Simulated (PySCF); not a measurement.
Constitutional and geometric isomers with formula C4H4. All species are isolated molecules in the gas phase. Strings in code marks are SMILES.

Quantity: electronic energy of isomers of C4H4 relative to `C#CC=C`, in kJ/mol.

A: `C=C1C=C1`
B: `C=C=C=C`
C: `C1=CC=C1`

Question: Put the candidates in order of electronic energy of isomers of C4H4 relative to `C#CC=C`, lowest first, for CAM-B3LYP-D3(BJ)/def2-TZVP (PySCF).

Answer: B (24.81 kJ/mol), A (88.1 kJ/mol), C (155.8 kJ/mol)
